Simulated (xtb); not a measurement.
3,6-dihydro-2H-pyran (C5H8O), SMILES C1=CCOCC1. All values are semi-empirical tight-binding results from xtb (GFN2-xTB unless named), good for trends rather than for accurate numbers. The structure is a stationary point at GFN2-xTB. One conformer was computed; it need not be the lowest.

Estimate the properties. (An estimate is asked for; the answer gives what the named calculation found.)


```yaml
orbital_gap: 5.06 eV
dipole_moment: 1.48 D
zero_point_energy: 74.4 kcal/mol
G − E(el) at 298.15 K (modified RRHO): 56.5 kcal/mol
static polarisability (D4 model): 62.5 bohr³
solvation energy, GFN2-xTB/ALPB(water): -1.3 kcal/mol
solvation energy, GFN2-xTB/ALPB(ether): -4.8 kcal/mol
```

Computed IR lines (harmonic; lines under 4 % of the strongest left out, lines within 3 cm⁻¹ merged):
ν (cm⁻¹): 146 (w), 297 (w), 480 (w), 676 (m), 771 (w), 886 (m), 930 (w), 948 (w), 986 (m), 1079 (w), 1102 (s), 1171 (w), 1181 (m), 1265 (m), 1308 (w), 1337 (m), 1344 (m), 1455 (w), 1726 (w), 2792 (vs), 2857 (vs), 2950 (vs), 2976 (m), 2981 (vs), 3066 (m), 3086 (vs) (against the strongest line: vs over 80 %, s over 45 %, m over 15 %, w over 4 %, vw less)
